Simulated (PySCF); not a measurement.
Molecule: `C=CB(C=C)C=C`, C₆H₉B.

Numbering as in the mapped SMILES `[CH2:1]=[CH:2][B:3]([CH:4]=[CH2:5])[CH:6]=[CH2:7]` (H(Xn): hydrogen on atom n). Ha(C1), Ha(C5), Ha(C7) are cis to B3; Hb(C1), Hb(C5), Hb(C7) are trans to B3.

Geometry PBE0-D3(BJ)/def2-SVP throughout; GIAO in PySCF 2.14.0 with density-fitted response routines, gas phase, one conformer, non-relativistic; equivalent atoms averaged; basis pcSseg-1.

For orientation, LDA gives these absolute shieldings σ: C1/C5/C7 24.0, C2/C4/C6 20.6, B3 38.1, H(C2)/H(C4)/H(C6) 23.47, Ha(C1)/Ha(C5)/Ha(C7) 24.15, Hb(C1)/Hb(C5)/Hb(C7) 24.14 ppm.

A run gave: C1/C5/C7 29.4, C2/C4/C6 27.4, B3 43.6, H(C2)/H(C4)/H(C6) 24.44, Ha(C1)/Ha(C5)/Ha(C7) 24.95, Hb(C1)/Hb(C5)/Hb(C7) 24.97 ppm (absolute shieldings σ).

Question: Which functional was used in that run?
A. PBE0
B. OPBE
C. HF
D. B97-2
E. B3LYP

Answer: E. C2/C4/C6 tells them apart best: B3LYP gives 27.4, OPBE gives 40.9, HF gives 44.4, B97-2 gives 36.7, PBE0 gives 33.3 ppm.
